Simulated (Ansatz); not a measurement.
## SnH4 (SMILES [H][Sn]([H])([H])[H]): methods side by side

The species is SnH4 (5 atoms), meant as a singlet with charge 0. SMILES: `[H][Sn]([H])([H])[H]`. Geometry: a GFN2-xTB relaxation, a rough one for these elements and not checked as a minimum.

Quantity: the vertical electron affinity (to the doublet anion), in eV. The values are calculated.

The electron affinity is E(neutral) − E(anion): positive where the electron is bound.

```json
{"level": "HF/STO-3G", "kind": "Hartree–Fock", "program": "Ansatz", "value (eV)": "-12.86", "less FCI/STO-3G": "+0.27"}
{"level": "SVWN5/STO-3G", "kind": "LDA", "program": "Ansatz", "value (eV)": "-11.24", "less FCI/STO-3G": "+1.89"}
{"level": "PBE/STO-3G", "kind": "GGA", "program": "Ansatz", "value (eV)": "-11.10", "less FCI/STO-3G": "+2.03"}
{"level": "BHLYP/STO-3G", "kind": "global hybrid", "program": "Ansatz", "value (eV)": "-11.81", "less FCI/STO-3G": "+1.32"}
{"level": "HSE06/STO-3G", "kind": "range-separated hybrid", "program": "Ansatz", "value (eV)": "-11.42", "less FCI/STO-3G": "+1.71"}
{"level": "B2PLYP/STO-3G", "kind": "double hybrid", "program": "Ansatz", "value (eV)": "-12.09", "less FCI/STO-3G": "+1.04"}
{"level": "CCSD(T)/STO-3G", "kind": "coupled cluster or CI", "program": "Ansatz", "value (eV)": "-13.16", "less FCI/STO-3G": "-0.03"}
{"level": "CCSDT/STO-3G", "kind": "coupled cluster or CI", "program": "Ansatz", "value (eV)": "-13.15", "less FCI/STO-3G": "-0.02"}
{"level": "FCI/STO-3G", "kind": "exact in the basis", "program": "Ansatz", "value (eV)": "-13.13", "less FCI/STO-3G": "0.00"}
```

FCI/STO-3G is exact within its basis and frozen core, so for wave-function methods in that basis the difference is their error; functionals converge differently with the basis, so for them it is only a difference. All-electron rows without a relativistic Hamiltonian named are non-relativistic. Spin-orbit coupling, which can split open shells on such heavy atoms by tenths of an eV, is left out. The values span -13.16 to -11.10 eV. All rows use very small basis sets, so even the best lies far from the true value. In the correlated wave-function rows the outer d shell of Sn is correlated, in sets not made for it. Negative values mean that the anion is unbound at that level; they are set by how diffuse the basis is and aren't properties of the molecule.
